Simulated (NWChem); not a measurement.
System: SiN3H6Cl; SMILES N[Si](N)(N)Cl

Here is an NWChem input.

```
start job
memory heap 200 mb stack 900 mb global 1100 mb
geometry units angstroms noautoz
  N     -1.169884    -0.794473    -1.133417
  Si     0.034910    -0.357982     0.012688
  N     -0.360587    -1.211796     1.438273
  N      1.717166    -0.619184    -0.227347
  Cl    -0.099938     1.730415     0.038683
  H     -1.324023    -1.767311    -1.371687
  H     -1.382035    -0.175568    -1.906229
  H      0.274298    -1.196612     2.227367
  H     -1.328677    -1.293677     1.724745
  H      2.261252     0.045791    -0.763157
  H      2.084986    -1.560398    -0.303477
end
basis spherical
  N library def2-svp
  Si library def2-svp
  Cl library def2-svp
  H library def2-svp
end
dft
  xc xpbe96 cpbe96
  iterations 150
  mulliken
end
task dft energy
```

Coordinates come from a PBE0/def2-SVP optimisation.

Question: Predict the main results of this run. (PBE/def2-SVP.) Quantities: energy (Ha); highest occupied level (eV); orbital gap (eV); dipole (D).

Answer: 
- energy (Ha): -916.80
- highest occupied level (eV): -5.25
- orbital gap (eV): 5.85
- dipole (D): 2.59
